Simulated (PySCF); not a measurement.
**Which determinant of IO lies lowest?**

Unrestricted PBE0; basis I cc-pVDZ-PP with ECP28, O cc-pVDZ; scalar-relativistic core potentials; PySCF 2.14. Outer shells of the fragments: I 4d10 5s2 5p5; O 2s2 2p4.

Followed along the bond (rough minima from three points):

| 2Ms+1 | unpaired | ⟨S²⟩ at the start | R at minimum (Å) | Te (eV) |
| --- | --- | --- | --- | --- |
| 2 | π ↑ | 0.76 | 1.94 | 0.00 |
| 4 | σ ↑, π ↑↑ | 3.76 | none in the scan | ≤ 1.59 |

Solutions found at the starting distance of 1.910 Å, counted from the lowest of them; the search is not exhaustive and high or unbound solutions are not listed, so other states can lie among these:

```json
{"2Ms+1": "2", "unpaired": "π ↑", "term": "²Π", "E (eV)": "0.00", "⟨S²⟩": "0.76", "⟨Lz²⟩": "1.00", "μ (D)": "-2.31"}
{"2Ms+1": "4", "unpaired": "σ ↑, π ↑↑", "term": "⁴Σ⁻", "E (eV)": "2.09", "⟨S²⟩": "3.76", "⟨Lz²⟩": "0.00", "μ (D)": "-1.22"}
{"2Ms+1": "2", "unpaired": "σ ↓, π ↑↑", "term": "mixed", "E (eV)": "2.70", "⟨S²⟩": "1.76", "⟨Lz²⟩": "0.00", "μ (D)": "-1.24"}
{"2Ms+1": "2", "unpaired": "σ ↑, π ↑↓", "term": "mixed", "E (eV)": "2.77", "⟨S²⟩": "1.76", "⟨Lz²⟩": "2.01", "μ (D)": "-1.45"}
{"2Ms+1": "2", "unpaired": "σ ↑", "term": "mixed", "E (eV)": "3.65", "⟨S²⟩": "1.24", "⟨Lz²⟩": "2.00", "μ (D)": "-1.75"}
{"2Ms+1": "4", "unpaired": "σ ↑, π ↑↑", "term": "mixed", "E (eV)": "4.40", "⟨S²⟩": "3.76", "⟨Lz²⟩": "2.01", "μ (D)": "-1.67"}
{"2Ms+1": "4", "unpaired": "σ ↑↑, π ↑", "term": "⁴Π", "E (eV)": "5.45", "⟨S²⟩": "3.76", "⟨Lz²⟩": "1.00", "μ (D)": "-1.00"}
{"2Ms+1": "2", "unpaired": "π ↑", "term": "mixed", "E (eV)": "6.92", "⟨S²⟩": "1.30", "⟨Lz²⟩": "1.06", "μ (D)": "-0.31"}
```

A term symbol is given only where ⟨S²⟩ and ⟨Lz²⟩ are close to those of a pure state; real π, δ and φ orbitals otherwise mix terms. A positive dipole means I(−)O(+).

Spin–orbit coupling is left out. Counting both spins, an empty level lies below a filled one in some of these solutions, because spin and occupation are held.
